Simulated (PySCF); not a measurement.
Input of a run (PBE0-D3(BJ)/def2-SVP geometry optimisation, gas phase (PySCF 2.14.0)), started from a GFN2-xTB structure with every atom displaced at random (by about 0.01 Å):
```
{"job": {"xc": "PBE0", "basis": "def2-SVP", "d3": "d3bj", "grid": 1, "shake": 0.01, "kind": "geom"}, "charge": 0, "multiplicity": 1}
C     -2.770240     0.335210    -0.068510
C     -1.508860     0.662770    -0.064520
Si    -0.134980    -0.575110    -0.325960
C      1.354480    -0.036550    -1.432010
C      2.195540     0.028460    -0.436500
C      1.432720    -0.338960     0.810990
H     -3.557320     1.094750     0.072930
H     -3.113710    -0.645540    -0.231810
H     -1.221200     1.706600     0.115030
H     -0.626670    -1.942450    -0.446480
H      1.495670     0.159050    -2.463010
H      3.249710     0.307860    -0.444380
H      1.381720     0.459770     1.549830
H      1.815990    -1.230920     1.306850
```

Output (energies in Eh, forces in Eh/bohr):
```
step   0  E = -484.18107481  max force = 0.054494
step   1  E = -484.19199966  max force = 0.006766
step   2  E = -484.19226593  max force = 0.002683
step   3  E = -484.19235334  max force = 0.001198
step   4  E = -484.19236909  max force = 0.000477
step   5  E = -484.19237229  max force = 0.000386
optimisation converged
```

Summarise the run.

The energy falls by 29.7 kJ/mol over 6 energy and gradient evaluations, the largest force component goes from 0.0545 to 3.9e-04 Eh/bohr, and the atoms move by 0.060 Å rms after alignment. The bond that changes most is Si3–C4 (SiH silicon to alkene CH carbon), which shortens by 0.064 Å. Bonds longer at the end by more than 0.005 Å: 9 of 14; shorter: 3. Among the angles that change most is Si3–C4–H11, from 135.4° to 142.5°. The energy never rose by more than 1e-6 Eh on the way. The first step brought 97 % of the lowering.

What are the final bond lengths?

C1=C2 1.339 Å, C2–Si3 1.866 Å, Si3–C4 1.867 Å, C4=C5 1.351 Å, C5–C6 1.517 Å, Si3–C6 1.913 Å, C1–H7 1.096 Å, C1–H8 1.097 Å, C2–H9 1.098 Å, Si3–H10 1.499 Å, C4–H11 1.092 Å, C5–H12 1.101 Å, C6–H13 1.103 Å, C6–H14 1.103 Å. Numbering counts from 1 in the input's order; the species is `C1[Si@@H](C=C)C=C1`.

The run used 128 basis functions and 41 SCF cycles in all. Hardware: Arm Neoverse V1, one thread, no GPU, on a shared host. Cost: 40 s, 0.50 GiB resident at most.

No frequency check. The numbers are those of one conformer.

Conformer computed: `[CH2:1]=[CH:2][Si@H:3]1[CH:4]=[CH:5][CH2:6]1`: C1–C2–Si3–C4 134°.
